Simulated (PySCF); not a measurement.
Species: C7H8N (doublet state).
Numbering: `[CH:1]#[C:2][C@@H:3]1[CH:4]=[CH:5][CH:6][N:7]1[CH3:8]` (hydrogens: H9 on C1; H10 on C3; H11 on C4; H12 on C5; H13 on C6; H14, H15, H16 on C8)

Cartesian coordinates in Å at the GFN2-xTB level; atoms count from 1:
```
atom  x, y, z in Å
C1     2.1161   -1.0693   -1.4541
C2     1.2191   -0.3349   -1.1556
C3     0.1440    0.5546   -0.7168
C4     0.6716    1.6791    0.1294
C5     0.1438    1.5534    1.3921
C6    -0.7066    0.4604    1.4272
N7    -0.7859   -0.1072    0.1826
C8    -1.3281   -1.3958   -0.1124
H9     2.9051   -1.7011   -1.7371
H10   -0.3900    0.9038   -1.6212
H11    1.3781    2.3984   -0.2309
H12    0.3448    2.2013    2.2243
H13   -1.2845    0.0722    2.2424
H14   -1.7897   -1.3836   -1.1033
H15   -0.5577   -2.1786   -0.1056
H16   -2.0877   -1.6438    0.6277
```

Theory: PySCF, UKS B3LYP, pcH-1 on C H N, non-relativistic, mean-field spin-orbit, GIAO. Isolated species at its GFN2-xTB geometry, gas phase. Couplings are sensitive to structure, and on GFN2-xTB geometries they can be far from those on DFT ones. Stability of the SCF solution: not tested.

Task: The isotropic 13C couplings are +99.5, +48.8, -35.2, +35.2, -26.9, +7.8, -4.5 MHz. Assign them to C1; C2; C3; C4; C5; C6; C8.

Result: 
```tsv
site	a_iso (MHz)	ρ(0) (bohr⁻³)	position	distance from C4 (Å)	spin population	largest |T| (MHz)
C1	+7.8	+0.0069	3 bonds from C4	3.49	-0.01	2.2
C2	+99.5	+0.0885	2 bonds from C4	2.45	+0.04	5.8
C3	-26.9	-0.0239	1 bond from C4	1.50	-0.05	1.3
C4	+48.8	+0.0434	largest spin population	0.00	+0.54	86.7
C5	-35.2	-0.0314	1 bond from C4	1.37	-0.17	17.7
C6	+35.2	+0.0313	a main spin site	2.25	+0.48	77.9
C8	-4.5	-0.0040	2 bonds from C6	3.68	-0.01	2.0
```

Task: Match the computed a_iso(1H) values +118.4, -36.7, -34.2, +10.8, +6.2, +1.6 MHz (means over equivalent nuclei) with the sites H9; H10; H11; H12; H13; H14/H15/H16.

Result: 
| site | a_iso (MHz) | ρ(0) (bohr⁻³) | position | distance from C4 (Å) | bound to | spin population there | largest \|T\| (MHz) |
| --- | --- | --- | --- | --- | --- | --- | --- |
| H9 | +1.6 | +0.0004 | 4 bonds from C4 | 4.46 | C1 | -0.01 | 1.4 |
| H10 | +118.4 | +0.0265 | 2 bonds from C4 | 2.19 | C3 | -0.05 | 4.1 |
| H11 | -36.7 | -0.0082 | 1 bond from C4 | 1.07 | C4 | +0.54 | 22.1 |
| H12 | +6.2 | +0.0014 | 2 bonds from C4, on C5 of spin population -0.17 | 2.18 | C5 | -0.17 | 4.0 |
| H13 | -34.2 | -0.0076 | 1 bond from C6 | 3.30 | C6 | +0.48 | 20.2 |
| H14/H15/H16 | +10.8 | +0.0024 | 3 bonds from C6 | 4.17 | C8 | -0.01 | 4.5 |

ρ(0) is the spin density at the nucleus and T the dipolar tensor; entries for several nuclei are means. The largest Mulliken spin populations are on C4 (+0.54), C6 (+0.48), C5 (-0.17) and N7 (+0.15). The positive populations add up to 1.28 and the negative ones to -0.28, together 2S = 1. The angles at C4 add up to 359.9°, so it is planar. Main spin sites, with 60 % or more of the largest population: C4, C6; positions count bonds from the nearest.

Examples of negative spin density at the nucleus (bohr⁻³): C5 (-0.0314), C3 (-0.0239) and H11 (-0.0082).

Class means assume fast exchange of nuclei equivalent by connectivity; if that motion is slow, each nucleus keeps its own coupling. The three 1H nuclei of mean +10.8 MHz run from 3.2 to 22.7 MHz in the frozen geometry.

The SMILES `C#C[C@@H]1C=C[CH]N1C` draws the unpaired electron on C6, whose computed spin population is only +0.48.
